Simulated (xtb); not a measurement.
FHOZn, SMILES [F][Zn][OH]. All values are semi-empirical tight-binding results from xtb (GFN2-xTB unless named), good for trends rather than for accurate numbers. Geometry optimised at GFN2-xTB. One conformer was computed; it need not be the lowest.

Optimised geometry:

Bonded distances (Å): Zn1–F2 1.685, Zn1–O3 1.695, O3–H4 0.956. Angles (°): F2–Zn1–O3 136.5, Zn1–O3–H4 123.5.

For metal compounds this method's bond lengths and energies can be far off.

Computed properties:
The point group as xtb finds it comes out as Cs, the orbital gap comes out as 4.04 eV and the zero-point energy is 8.2 kcal/mol. The G − E(el) at 298.15 K (modified RRHO) is -8.9 kcal/mol.

Computed atomic charges and the Wiberg bond orders between heavy atoms:
charges (e) Zn1 0.39, F2 -0.29, O3 -0.45, H4 0.35. Bond orders Zn1–F2 0.93, Zn1–O3 1.08.
